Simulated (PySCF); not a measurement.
O₃S, charge +1, multiplicity 2. Atoms are numbered in the order given.

```xyz
4

O      1.4189     0.0000     0.0000
S      0.0000     0.0000     0.0000
O     -0.7094    -1.2288     0.0000
O     -0.7094     1.2288     0.0000
```
Charge +1, spin multiplicity 2.

Coordinates come from a PBE0-D3(BJ)/def2-TZVP optimisation. A frequency run showed that this geometry is not a minimum. The spin state was assumed, not searched.

All values below come from PySCF with PBE/def2-TZVPD.

Mulliken values depend strongly on the basis, most of all with diffuse functions as here. ESP charges are fitted to the potential on shells at 1.4 to 2.0 van der Waals radii. Atomic charges (e):

| atom | meta-Löwdin | Mulliken | ESP fit | Mulliken spin |
|---|---|---|---|---|
| O1 | [?] | -0.01 | -0.01 | 0.36 |
| S2 | [?] | 1.04 | 1.04 | -0.09 |
| O3 | [?] | -0.01 | -0.01 | 0.36 |
| O4 | [?] | -0.01 | -0.01 | 0.36 |

**Question.** What belongs in the gaps? (The exact figures need the calculation; the answer reports its results.)

**Answer.** 
- O1, meta-Löwdin: -0.38
- S2, meta-Löwdin: 2.13
- O3, meta-Löwdin: -0.38
- O4, meta-Löwdin: -0.38
